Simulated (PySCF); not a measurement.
Compound: gallium tribromide, GaBr3.
Geometry (PBE0-D3(BJ)/def2-SVP, Å), atoms numbered from 1 in this order:
```xyz
4
GaBr3 angstrom
Br    -0.381    2.242    0.008
Ga    -0.002    0.010   -0.012
Br     2.119   -0.775    0.036
Br    -1.716   -1.468   -0.078
```

Level of theory: TDDFT CAM-B3LYP/def2-SVPD, vertical, gas phase, core orbitals frozen in the response in PySCF. The CAM-B3LYP/def2-SVPD calculation is non-relativistic and has no spin–orbit coupling, an omission that weighs most on bromine and gallium.

Kohn–Sham orbitals with the atoms that hold most of them (Löwdin shares over 4%, at most four atoms; ? is withheld):

| orbital | ε (eV) | atoms |
| --- | --- | --- |
| HOMO-3 | -10.41 | Br1 47%, Br4 31%, Br3 12%, Ga2 11% |
| HOMO-2 | -10.37 | Br1 56%, Br4 32%, Ga2 9% |
| HOMO-1 | -10.35 | Br3 57%, Br4 29%, Ga2 9%, Br1 4% |
| HOMO | -10.02 | ? |
| LUMO | ? | ? |
| LUMO+1 | -0.88 | Ga2 50%, Br1 17%, Br4 17%, Br3 17% |
| LUMO+2 | 0.63 | Ga2 57%, Br1 14%, Br4 14%, Br3 14% |

Problem. Give the leading atoms of the LUMO.

Solution. Ga2 (bonded to 3 Br) 36%; Br1 (bonded to Ga) 22%; Br4 (bonded to Ga) 21%; Br3 (bonded to Ga) 21%. By element: bromine 64%, gallium 36%.

Problem. Give the leading atoms of the HOMO.

Solution. Br3 (bonded to Ga) 37%; Br4 (bonded to Ga) 33%; Br1 (bonded to Ga) 30%.

Problem. What is the LUMO energy, and the HOMO–LUMO gap?

Solution. ε(LUMO) = -1.49 eV; the gap is 8.53 eV (0.3134 hartree).

Problem. How does S1 compare with the orbital gap of 8.53 eV?

Solution. S1 is at 5.26 eV (f = 0.0000), 3.27 eV below the gap, made of HOMO→LUMO (97%). 

Problem. One configuration dominates each of S1 and S6. Which, and how do the shares of the two leading atoms of either orbital change from the occupied to the empty one?

Solution. 
- S1 (5.26 eV, f 0.0000), HOMO→LUMO (97%): Br3 37% → 21%, Br4 33% → 21%, Ga2 at most 1% → 36%, Br1 30% → 22%
- S6 (5.79 eV, f 0.0000), HOMO→LUMO+1 (99%): Br3 37% → 17%, Br4 33% → 17%, Ga2 at most 1% → 50%, Br1 30% → 17%

Orbitals of the list HOMO-3 to LUMO+2 that lie within 0.01 eV of each other are written together with a slash and their weights summed (≥ marks a lower bound); for degenerate orbitals outside that list single weights are arbitrary.
